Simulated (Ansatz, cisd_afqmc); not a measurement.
Species: GeH3F, charge 0, singlet. GeH3F (SMILES [GeH3][F]).
B3LYP-D3(BJ)/def2-TZVP minimum from Ansatz (a quantum-chemistry and plane-wave program):
```xyz
5

Ge    -0.2994     0.1240    -0.0605
F      1.2933    -0.5358     0.2614
H     -0.9543    -0.8203    -1.0772
H     -0.0710     1.5322    -0.6256
H     -1.0338     0.1411     1.2866
```
Charge 0, spin multiplicity 1.

Atomisation energy term by term, kcal/mol (programs: Ansatz, cisd_afqmc). Open shells are spin-unrestricted; no spin-orbit coupling. Correlated methods leave the cores frozen (noble-gas shells, and filled d and f shells in the p block). No relativity. AFQMC is phaseless with a CISD trial state; ± is one standard error, without the phaseless bias. Outlying blocks are dropped, and bars are widened where a walk drifts. Over all cases where full CI ran beside it in this data, AFQMC minus full CI had a median of +0.1 mEh and passed +0.4 mEh in a tenth of the cases. CBS(X,Y): correlation extrapolated as X^-3, Hartree-Fock from the larger set (Q,5: extrapolated as (X+1)exp(-9√X)). A bracket is a step between two methods taken in the basis named. Where a partner has so few electrons that a lower coupled-cluster level is exact, that level stands in.

```csv
term,basis,kcal/mol
Hartree-Fock,"CBS(cc-pVQZ,cc-pV5Z)",247.06
CCSD correlation,"CBS(cc-pVQZ,cc-pV5Z)",86.86
(T),"CBS(cc-pVQZ,cc-pV5Z)",4.08
CCSDT(Q) - CCSD(T),cc-pVTZ,0.06
CCSDTQ - CCSDT(Q),cc-pVDZ,-0.03
sum: De,,338.0
```

The step beyond CCSD(T) by other levels: CCSDTQ in cc-pVDZ 0.39; AFQMC/CISD in cc-pVDZ 0.27 ± 0.17; CCSDT(Q) in cc-pVDZ 0.43 kcal/mol.
